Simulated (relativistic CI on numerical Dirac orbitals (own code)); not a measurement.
## Lu XLVI: q coefficients and field-shift factors

Method of calculation: Dirac-Coulomb-Breit CI, KLI orbitals optimised for each configuration, derivatives by finite differences, unscaled Slater integrals, QED left out (own radial code, finite nucleus).

Configuration list (outside the closed core [Ne]): 3s2 3p6 3d8, 3s2 3p5 3d9, 3s2 3p4 3d10, 3s 3p6 3d9, 3p6 3d10, 3s 3p5 3d10, 3s2 3p6 3d7 4s, 3s2 3p6 3d7 4p. Levels of other configurations are missing.

With x = (α/α₀)² − 1 an excitation energy changes as ω = ω₀ + qx; K = 2q/ω₀ is the relative enhancement. Terms are leading LS components, so labels can repeat. The field-shift factor is F = δν/δ⟨r²⟩ for the transition from the lowest level.

Lowest level 3s2 3p6 3d8 3F_4.

| Level | ω₀ (cm⁻¹) | q (cm⁻¹) | F (GHz/fm²) |
| --- | --- | --- | --- |
| 3s2 3p6 3d8 1D_2 | 68836 | 1788 | -0.0217 |
| 3s2 3p6 3d8 3P_0 | 215799 | 22190 | 1.18 |
| 3s2 3p6 3d8 3F_3 | 425818 | 447600 | 9.66 |
| 3s2 3p6 3d8 3P_2 | 497845 | 452000 | 9.89 |
| 3s2 3p6 3d8 3P_1 | 538327 | 455900 | 10.2 |
| 3s2 3p6 3d8 1G_4 | 542549 | 438000 | 10.1 |
| 3s2 3p6 3d8 3F_2 | 905747 | 895700 | 19.2 |
| 3s2 3p6 3d8 1S_0 | 1093914 | 895000 | 20 |
| 3s2 3p5 3d9 3F°_4 | 3193576 | 560600 | 29.4 |
| 3s2 3p5 3d9 1D°_2 | 3269749 | 573200 | 29 |
| 3s2 3p5 3d9 3D°_3 | 3391797 | 590400 | 30.7 |
| 3s2 3p5 3d9 1P°_1 | 3475999 | 588300 | 24.1 |
| 3s2 3p5 3d9 3D°_2 | 3743646 | 1.011e+06 | 39.1 |

At this charge energies of transitions that change n are usually good to better than 1 %, and those within a shell (Δn = 0) to a few per cent.

**Question.** Which transition from the lowest level has the largest |K|?

**Answer.** 3s2 3p6 3d8 3F_3 at 425818 cm⁻¹, K = 2.1.
